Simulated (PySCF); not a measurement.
CH₈FNSi₂. Atoms are numbered in the order given.

```xyz
13

N     -2.7122     1.0583     1.0198
C     -1.5643     0.1752     0.8719
Si    -0.0910     0.9115    -0.0906
Si     1.6869    -0.5975    -0.3389
F      1.0823    -1.9592    -1.0150
H     -2.4483     1.9182     1.4972
H     -3.0729     1.3368     0.1092
H     -1.8800    -0.7554     0.3702
H     -1.2183    -0.1439     1.8700
H      0.4137     2.1324     0.6210
H     -0.5614     1.3486    -1.4452
H      2.2796    -0.9727     0.9809
H      2.7749    -0.0870    -1.2255
```
Charge 0, spin multiplicity 1.

The structure is a stationary point at PBE0-D3(BJ)/def2-SVP. The structure was generated by enumeration, and PubChem lists no compound with its InChIKey, so it may never have been made. One conformer was computed; it need not be the lowest.

Method: PySCF with PBE/pcSseg-1.

GIAO shieldings, no solvent; atoms listed in one row are averaged. δ = σ(ref) − σ: ¹⁵N against NH3 (σ = 267.0 ppm); ¹³C against TMS (σ = 182.0 ppm); ²⁹Si against TMS (σ = 335.4 ppm); ¹⁹F against CFCl3 (σ = 133.6 ppm); ¹H against TMS (σ = 31.49 ppm), references at their B3LYP-D3(BJ)/def2-TZVP geometries, non-relativistic.

Computed chemical shifts:
```csv
nucleus,atoms,count,δ (ppm)
¹⁵N,N1,1,42.9
¹³C,C2,1,31.3
²⁹Si,Si4,1,9.9
²⁹Si,Si3,1,-73.6
¹⁹F,F5,1,-291.9
¹H,"H12, H13",2,6.10
¹H,H11,1,3.96
¹H,H10,1,3.71
¹H,H8,1,3.17
¹H,H9,1,3.02
¹H,"H6, H7",2,0.34
```
